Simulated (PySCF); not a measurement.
# Field gradients at the hydrogen positions

Species: C₅H₄OS.
Geometry (PBE0-D3(BJ)/def2-SVP, Å), atoms numbered from 1 in this order:
```xyz
11
C5H4OS angstrom
O      1.8320   -2.3113    0.4278
C      0.6851   -2.0549    0.1533
C      0.1616   -0.6918    0.0499
C      0.8599    0.4842    0.2377
C      0.0505    1.6294    0.0625
C     -1.2501    1.3068   -0.2552
S     -1.4935   -0.3812   -0.3426
H     -0.0615   -2.8661   -0.0417
H      1.9202    0.4859    0.4923
H      0.4030    2.6564    0.1642
H     -2.0796    1.9877   -0.4432
```

Level: PBE0/pcSseg-1 (PySCF, non-relativistic); Q(2H) = 0.00286 b; rigid geometry, the same for H and D, with no vibrational averaging.

Question: Give the electric field gradient Vzz (the principal value of largest size), its asymmetry and the 2H coupling at each hydrogen.

Answer: 
```json
{"atom": "H8", "bonded to": "C2", "bond length (Å)": "1.120", "Vzz (au)": "0.2491", "η": "0.05", "χzz (kHz)": "167"}
{"atom": "H9", "bonded to": "C4", "bond length (Å)": "1.090", "Vzz (au)": "0.3056", "η": "0.04", "χzz (kHz)": "205"}
{"atom": "H10", "bonded to": "C5", "bond length (Å)": "1.091", "Vzz (au)": "0.3089", "η": "0.07", "χzz (kHz)": "208"}
{"atom": "H11", "bonded to": "C6", "bond length (Å)": "1.090", "Vzz (au)": "0.3105", "η": "0.09", "χzz (kHz)": "209"}
```

Question: Give the 2H NMR doublet splittings at H10 for a magnetic field along the z, y and x axes of the gradient: 3χ/2, 3χ(1 + η)/4, 3χ(1 − η)/4.

Answer: With |χ| = 207.6 kHz and η = 0.067: 311, 166 and 145 kHz, to first order and without motion.

The structure is a single PBE0-D3(BJ)/def2-SVP conformer in the gas phase; no vibrational or solvent corrections. The small basis limits the accuracy of the gradients.
